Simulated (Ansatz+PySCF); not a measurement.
A calculation with PySCF 2.14.0.

```python
from pyscf import gto, scf

mol = gto.M(atom="""
Cl 0.000000 0.000000 0.000000
""", basis='aug-cc-pvdz', charge=-1, spin=0)
mf = scf.UHF(mol)
mf.init_guess = 'atom'
mf.kernel()
while True:  # follow internal instabilities
    mo, _, stable, _ = mf.stability(return_status=True)
    if stable: break
    mf.kernel(mf.make_rdm1(mo, mf.mo_occ))
print(mf.converged, mf.e_tot, mf.spin_square()[0])
```

The script is written out from the run's settings.

Results

```
Converged                       : yes
Total energy                    : -459.56365 hartree
Spin squared of the determinant : 0.000
```
